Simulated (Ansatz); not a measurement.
CH$_{7}$NOSi (`NC[SiH2]O`). Total charge 0; spin multiplicity 1. Geometry: relaxed with PBE0-D4/def2-TZVP. It is one conformer, not always the lowest.

```xyz
11

N     1.127   -0.754   -0.505
C     0.243    0.390   -0.755
Si   -1.072    0.347    0.591
O    -0.275    0.115    2.013
H     1.973   -0.699   -1.059
H     0.669   -1.622   -0.756
H    -0.175    0.439   -1.770
H     0.822    1.308   -0.607
H    -2.016   -0.775    0.311
H    -1.846    1.611    0.676
H     0.550   -0.360    1.861
```

Problem. What is the dipole moment at B3LYP/def2-TZVPP? (Estimate.)

Solution. Computed: 2.94 D, with components (1.27, -0.63, -2.57) D in this frame, pointing from negative to positive charge.

Problem. And with PBE, r2SCAN, ωB97M-V? (Estimate.)

Solution. Computed: PBE 2.91 D, r2SCAN 2.93 D, ωB97M-V 2.94 D.

Problem. Give the Mulliken charges with B3LYP, PBE, r2SCAN in def2-TZVPP. (An estimate is asked.)

Solution. Computed: 
```csv
atom,B3LYP,PBE,r2SCAN
N1,-0.37,-0.37,-0.40
C2,-0.20,-0.21,-0.14
Si3,0.55,0.46,0.56
O4,-0.42,-0.38,-0.44
H5,0.13,0.15,0.14
H6,0.14,0.16,0.16
H7,0.09,0.09,0.06
H8,0.11,0.11,0.07
H9,-0.12,-0.11,-0.13
H10,-0.10,-0.09,-0.10
H11,0.19,0.19,0.21
```

B3LYP here is the variant with VWN-RPA as its local correlation; programs differ in this.
